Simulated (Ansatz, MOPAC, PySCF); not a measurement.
Complex: CH3Cl (SMILES CCl) (first 5 atoms) with CHN (SMILES C#N); geometry from B3LYP-D3(BJ)/def2-TZVP, rigid monomers moved along the line of their centres of mass till H5···N7 is 3.65 Å.
(charge 0, multiplicity 1):
```xyz
8

C      0.54167    -0.45954     1.10028
Cl    -1.00396     0.40608     1.41868
H      0.30405    -1.39276     0.59960
H      1.15362     0.17353     0.46565
H      1.02878    -0.64238     2.05280
C      0.32704     0.02447     5.61447
N      1.33573    -0.51554     5.68586
H     -0.61053     0.52452     5.52504
```

Interaction energies are E(AB) − E(A) − E(B) at the monomers' geometry in the complex; basis-set methods are counterpoise corrected.

The state that PM3, PM6 reach isn't checked.

Codes used: Ansatz (Gaussian orbitals); MOPAC for PM3, PM6 (differences of heats of formation); PySCF for the dispersion terms. Values without a source in brackets are computed.

### Question
One of these levels gives -5.5 kJ/mol for the interaction energy. Name it.
A) PM3
B) PM6
C) PBE/def2-TZVPPD
D) PBE-D3(BJ)/def2-TZVPPD

### Answer
C, PBE/def2-TZVPPD. The others give -2.0 (PM3), -3.5 (PM6), -7.2 (PBE-D3(BJ)/def2-TZVPPD)

Ansatz is a first-principles code.
